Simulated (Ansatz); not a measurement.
# A family of molecules: the HOMO–LUMO gap

One atom is swapped for its congeners: C3H9NO `CNCOC`; C2H9NOSi `CN[SiH2]OC`; C2H9NOSn `C[NH][SnH2][O]C`. The Ge member is missing. All are singlets with charge 0.

Shapes, held fixed at every level: PBE0-D4/def2-TZVP. Flexible molecules stand in one conformer, not always the lowest. Programs: Ansatz 0.2.0. Values in eV.

```json
{"level": "PBE-D4/def2-TZVPP", "C3H9NO": "5.54", "C2H9NOSi": "5.54", "C2H9NOSn": "4.46"}
{"level": "r2SCAN-D4/def2-TZVPP", "C3H9NO": "6.52", "C2H9NOSi": "6.36", "C2H9NOSn": "5.07"}
{"level": "B3LYP-D4/def2-TZVPP", "C3H9NO": "7.24", "C2H9NOSi": "7.22", "C2H9NOSn": "6.22"}
{"level": "PBE0-D4/def2-TZVPP", "C3H9NO": "7.80", "C2H9NOSi": "7.75", "C2H9NOSn": "6.72"}
{"level": "wB97X-V/def2-TZVPP", "C3H9NO": "12.12", "C2H9NOSi": "12.07", "C2H9NOSn": "10.90"}
{"level": "wB97M-V/def2-TZVPP", "C3H9NO": "11.63", "C2H9NOSi": "11.58", "C2H9NOSn": "10.42"}
```

At wB97M-V/def2-TZVPP the HOMO–LUMO gap falls at every step, from 11.63 to 10.42 eV. 5 of 6 levels show this order throughout; 6 agree on the largest and the smallest. For atoms past krypton def2 sets carry core potentials with scalar relativity. Orbital gaps aren't excitation energies, and the LUMO depends on the basis.
